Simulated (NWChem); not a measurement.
Species: CClF₂ cation

```xyz
4

F     -0.0003     1.0475    -1.0677
C      0.0020     0.3812     0.0000
F     -0.0003     1.0475     1.0677
Cl     0.0000    -1.2481     0.0000
```
Atoms are numbered in this order, from 1.

Computed with NWChem. Pople sets run with spherical d functions. Coordinates come from a B3LYP/6-31G* (spherical d) optimisation. GIAO values for the isolated, static molecule; σ is the absolute isotropic shielding, δ = σ(reference) − σ with the isolated reference molecule computed at the same levels (13C: tetramethylsilane, 19F: trichlorofluoromethane).

```csv
level,δ F1 (ppm),δ C2 (ppm),σ Cl4 (ppm)
B3LYP/6-311G**,124.0,198.4,387.6
PBE0/pcSseg-1,135.9,201.3,379.7
"LDA (Slater exchange, VWN5)/pcSseg-1",[?],199.0,[?]
PBE/pcSseg-1,119.3,194.1,352.8
```

**Question.** Complete the blanks.

**Answer.** 
- LDA (Slater exchange, VWN5)/pcSseg-1, δ F1 (ppm): 117.8
- LDA (Slater exchange, VWN5)/pcSseg-1, σ Cl4 (ppm): 322.6
